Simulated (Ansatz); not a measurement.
`O=C(S)[TeH]` + H₂ → `O=C[TeH]` + H₂S at 500 K and 1 bar (hydrogenolysis of a C–S bond).

Gas-phase electronic energies from Ansatz, PBE0-D4/def2-TZVP geometries. CCSD(T)/CBS adds triple-zeta CCSD(T) − MP2 to the extrapolated MP2 energy (def2 sets, frozen cores). This one scheme is used for every species. def2 core potentials past Kr. For Te outer-core shells are correlated without core-valence functions, which leaves a few kJ/mol of doubt a bond. One conformer a species, not always the lowest.

```
      species  CCSD(T)/CBS energy (Eh)  H − E (kJ/mol)  S (J/(mol·K))
`O=C(S)[TeH]`               -779.90875           101.4          378.7
           H₂                 -1.17544            41.0          145.5
   `O=C[TeH]`               -382.12128            91.6          323.7
          H₂S               -398.97279            57.0          224.0
```

H − E and S are ideal-gas, rigid-rotor, harmonic terms from PBE0-D4/def2-TZVP, for one conformer and one mirror image of each species. The MP2-based limit puts H₂ 0.8 mEh under its directly extrapolated value; such offsets cancel only in part. 1 Eh = 2625.50 kJ/mol, R = 8.31446 J/(mol·K).

Problem. By hand: ΔE, ΔH, ΔS and ΔG.

Solution. ΔE = (-382.12128) + (-398.97279) − (-779.90875) − (-1.17544) = -0.00988 Eh = -25.9 kJ/mol. Δ(H − E) = 91.6 + 57.0 − 101.4 − 41.0 = 6.2, so ΔH = -19.7 kJ/mol. ΔS = 323.7 + 224.0 − 378.7 − 145.5 = 23.5 J/(mol·K). ΔG = -19.7 − 500 × (23.5)/1000 = -31.4 kJ/mol.

Problem. By hand: the equilibrium constant, and the temperature at which ΔG would vanish if ΔH and ΔS stayed fixed.

Solution. log₁₀ K = −ΔG/(RT ln 10) = 3.3. ΔH and −TΔS have one sign here, so there is no such temperature.

TΔS isn't small against ΔH here. A doubt of 5 kJ/mol in ΔE shifts log₁₀ K by 0.5 here. Other conformers and mirror images would add mixing entropy, several J/(mol·K) or more a flexible species. These are equilibria of isolated gas molecules and say nothing of rates. Largest T1 diagnostic: 0.016 (customary marks: 0.02 for closed shells, 0.045 for open ones).
